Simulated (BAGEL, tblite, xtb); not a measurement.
How methods differ on BPH3F3 (SMILES [BH3-][P+](F)(F)F)

The species is BPH3F3 (8 atoms), meant as a singlet with charge 0. SMILES: `[BH3-][P+](F)(F)F`. Geometry: relaxed at PBE0-D4/def2-TZVP.

Each level gives the dipole moment (D). The values are calculated.

| level | kind | program | value (D) | CPU time |
| --- | --- | --- | --- | --- |
| GFN2-xTB | semi-empirical | xtb | 1.69 | under 2 s |
| GFN1-xTB | semi-empirical | tblite | 0.68 | under 2 s |
| GFN0-xTB | semi-empirical | xtb | 3.41 | under 2 s |
| IPEA1-xTB | semi-empirical | tblite | 1.65 | under 2 s |
| HF/pcseg-0 (density fitting with tzvpp-jkfit) | Hartree–Fock | BAGEL | 0.86 | 1 s |
| HF/pcseg-1 (density fitting with tzvpp-jkfit) | Hartree–Fock | BAGEL | 1.83 | 1.6 s |
| HF/aug-pcseg-1 (density fitting with tzvpp-jkfit) | Hartree–Fock | BAGEL | 1.81 | 2.9 s |
| HF/pcseg-2 (density fitting with tzvpp-jkfit) | Hartree–Fock | BAGEL | 1.72 | 3.8 s |
| HF/aug-pcseg-2 (density fitting with tzvpp-jkfit) | Hartree–Fock | BAGEL | 1.72 | 7.4 s |
| HF/pcseg-3 (density fitting with qzvpp-jkfit) | Hartree–Fock | BAGEL | 1.73 | 12 s |

The values span 0.68 to 3.41 D. Magnitudes only. Without the sets that lack polarisation functions the rows with a basis span only 1.72 to 1.83 D. Times are those of the runs behind each value, whatever else they computed, on shared processors of several kinds: orders of magnitude only.
